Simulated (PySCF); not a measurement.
TaOCl2, SMILES [O]=[Ta]([Cl])[Cl] (connectivity only; charge and spin as stated), neutral, multiplicity 2. Atoms are numbered in the order given.

```xyz
4

Ta     0.0000     0.0000     0.1519
O      0.0000     0.0000     1.8762
Cl     0.0000    -2.1254    -0.7675
Cl     0.0000     2.1254    -0.7675
```
Charge 0, spin multiplicity 2.

Geometry optimised at PBE-D3(BJ)/def2-SVP. The multiplicity is an assumed one; other spin states were not compared. The isomer is the one that the SMILES or the coordinates give; other isomers of the formula were not compared. The def2 effective core potentials stand for the cores of Ta; spin–orbit coupling is left out.

Computed with PBE-D3(BJ)/def2-SVP in PySCF 2.14.0.

Frequencies are harmonic and unscaled.

```tsv
mode	ν (cm⁻¹)	IR (km/mol)	moving atoms (share of kinetic energy)
1	35	11.3	O 40 %, Cl 31 %, Ta 29 %
2	95	1.0	Cl 79 %, Ta 19 %
3	204	0.1	O 78 %, Cl 20 %
4	375	10.8	Cl 94 %
5	407	79.0	Cl 68 %, Ta 29 %
6	977	109.6	O 92 %, Ta 8 %
```
